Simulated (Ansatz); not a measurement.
Consider the cleavage of the Si–B bond: `CBB(C)[SiH3]` + `C[CH2][AlH][OH]` → `C[CH2][AlH][O][SiH3]` + `CBBC`.

Computed with Ansatz on PBE0-D4/def2-TZVP structures; ΔE is electronic, products minus reactants. CCSD(T)/CBS is the MP2 limit (def2-TZVPP, def2-QZVPP) plus CCSD(T) − MP2 in def2-TZVPP, frozen cores. Each species was taken in one conformer, which may not be the lowest.

`CBB(C)[SiH3]`:

```xyz
15

C    -2.037   -0.695   -0.909
B    -0.507   -0.406   -1.083
B     0.481    0.385   -0.061
C     0.888    1.884    0.095
Si    1.248   -0.952    1.279
H    -2.262   -1.760   -1.023
H    -2.547   -0.207   -1.752
H    -2.493   -0.331    0.012
H     0.033   -0.922   -2.035
H     0.126    2.294    0.778
H     1.852    2.067    0.575
H     0.817    2.472   -0.823
H     2.734   -0.987    1.149
H     0.920   -0.495    2.661
H     0.747   -2.348    1.137
```

`C[CH2][AlH][OH]`:

Z-matrix (Å, degrees):
```
C
C 1 1.529
H 1 1.094 2 111.7
H 1 1.094 2 112.3 3 120.1
H 1 1.094 2 111.7 3 -119.7
Al 2 1.957 1 116.3 3 59.8
H 2 1.098 1 110.2 3 -62.9
H 2 1.098 1 110.2 3 -177.4
O 6 1.701 2 121.1 1 -0.4
H 6 1.582 2 123.9 1 179.6
H 9 0.956 6 123.1 2 -0.0
```

`C[CH2][AlH][O][SiH3]`:

Z-matrix (Å, degrees):
```
C
C 1 1.528
H 1 1.093 2 111.7
H 1 1.094 2 112.1 3 -120.4
H 1 1.093 2 111.7 3 119.2
Al 2 1.951 1 116.2 3 -59.5
H 2 1.099 1 110.4 3 177.7
H 2 1.099 1 110.4 3 63.2
O 6 1.689 2 119.3 1 0.7
H 6 1.583 2 124.0 1 -179.2
Si 9 1.621 6 167.0 2 1.6
H 11 1.488 9 110.1 6 -115.1
H 11 1.488 9 110.1 6 124.9
H 11 1.490 9 110.9 6 5.0
```

`CBBC`:

```xyz
12

C     0.499    1.482   -1.213
B    -0.487    0.324   -0.845
B    -0.142   -1.017    0.053
C    -0.182   -1.133    1.612
H     1.557    1.293   -1.025
H     0.368    1.838   -2.239
H     0.200    2.330   -0.578
H    -1.622    0.444   -1.245
H     0.199   -2.009   -0.547
H     0.873   -1.149    1.928
H    -0.668   -0.315    2.145
H    -0.594   -2.087    1.954
```

| species | SCS-MP2/def2-QZVPP energy (Eh) |
| --- | --- |
| `CBB(C)[SiH3]` | -420.64792 |
| `C[CH2][AlH][OH]` | -397.47188 |
| `C[CH2][AlH][O][SiH3]` | -687.77336 |
| `CBBC` | -130.39606 |

Work out ΔE.

ΔE = (-687.77336) + (-130.39606) − (-420.64792) − (-397.47188) = -0.04962 Eh = -130.3 kJ/mol. CCSD(T)/CBS gives -116.6 kJ/mol.

Largest T1 diagnostic among the species: 0.013.

In def2-TZVPP, CCSD(T) changes the Hartree–Fock value by +39.6 kJ/mol (the triples alone add +6.0 kJ/mol) and MP2 by +33.9 kJ/mol. From PBE to PBE0 (25 % exact exchange), in def2-TZVPP and without D4, ΔE moves by −12.3 kJ/mol.
